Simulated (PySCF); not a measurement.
Vertical excitations of a molecule C2H7BFN from TDDFT-PBE/def2-SVPD (PySCF), as energy in eV (oscillator strength): 6.63 (0.029), 6.92 (0.013), 7.45 (0.025), 7.52 (0.039), 7.75 (0.003), 8.00 (0.011), 8.11 (0.005), 8.19 (0.078), 8.29 (0.046), 8.32 (0.003). Lowest triplet (TDA): 6.36 eV. The structure is a stationary point at ωB97X-D3(BJ)/def2-SVP. The values are those of a single conformer.

Identify the compound among the candidates.
(A) CB(N)CF
(B) CCB(N)F
(C) CN(C)BF
(D) CNB(C)F

B, CCB(N)F
